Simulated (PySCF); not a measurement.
## Electronic structure of Pt (platinum, neutral) at the LDA level

Configuration: [Xe] 4f14 5d8 6s2, high-spin 3F determinant (an excited configuration). Computed with PySCF 2.14 in def2-SVPD with the def2 core potential (60 electrons) (6s4p2d1f, 35 functions), with a scalar-relativistic core potential.

- Total energy: -119.0426 hartree
- One-electron energy: -206.7858 hartree
- Hartree (Coulomb) energy: 99.0140 hartree
- Exchange-correlation energy: -11.2709 hartree
- ⟨S²⟩: 2.0021
- ⟨L²⟩: 12.005
- Sum of ⟨r⟩: 27.70 bohr
- Sum of ⟨r²⟩: 54.89 bohr²

```tsv
shell	electrons	mean orbital energy (eV)	spread (eV)	rms radius, mean of both spins (bohr)
5s α	1	-105.85	0	1.02
5s β	1	-104.61	0	1.02
5p α	3	-58.960	0	1.19
5p β	3	-57.613	0	1.19
5d α	5	-8.845	0.712	1.80
5d β	3	-7.700	0	1.80
6s α	1	-6.998	0	3.02
6s β	1	-6.423	0	3.02
```

Energies and moments cover only the electrons outside the core potential. Spin-orbit coupling, absent here, splits the open shell strongly.
